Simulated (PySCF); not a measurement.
C₂H₈InNO, SMILES [OH][In]([NH2])[CH2]C.

Coordinates come from a B3LYP-D3(BJ)/def2-SVP optimisation. The def2 effective core potentials stand for the cores of In; spin–orbit coupling is left out. Other conformers were not sampled.

Calculation: HF/def2-TZVP run with PySCF.

Gas-phase values at a fixed geometry.

The total energy is -399.01052 hartree and the highest occupied level is -10.11 eV. The lowest empty level comes out as 1.62 eV and the orbital gap comes out as 11.74 eV. The dipole moment is 2.54 D and the quadrupole, principal values (traceless, Buckingham form, about the centre of nuclear charge) comes out as -9.43, 2.09, 7.34 D·Å. The mean static polarisability is 65.7 bohr³ (9.74 Å³). The polarisability, principal values is 51.5, 62.9, 82.8 bohr³.
